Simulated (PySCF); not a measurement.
Stepwise substitution at one centre (C F-SH). Isolated molecules, 0 K electronic values unless said otherwise. One relaxed conformer stands for each flexible species; it need not be the lowest. Strings in code marks are SMILES.

The S1–T1 gap (TDA) from two functionals at the same geometries (CAM-B3LYP-D3(BJ)/def2-TZVP), both in PySCF: PBE-D3(BJ)/def2-TZVP and CAM-B3LYP-D3(BJ)/def2-TZVP. Excitations are Tamm–Dancoff values on a coarser integration grid. The basis has no diffuse functions, so Rydberg states are missing or too high.

| species | PBE-D3(BJ)/def2-TZVP (eV) | CAM-B3LYP-D3(BJ)/def2-TZVP (eV) |
|---|---|---|
| 1 of 4 F replaced by SH | 0.62 | 0.64 |
| 2 of 4 F replaced by SH (`FC(S)(F)S` (S–C–S–H torsion -65°, S–C–S–H torsion 65°)) | 0.43 | 0.56 |
| 3 of 4 F replaced by SH | 0.38 | 0.54 |

Over these rows, drawn at random from the members with no instability flagged (it was tested for open shells, ions and some series alone), PBE minus CAM-B3LYP-D3(BJ): mean -0.10 eV, from -0.17 eV to -0.01 eV.
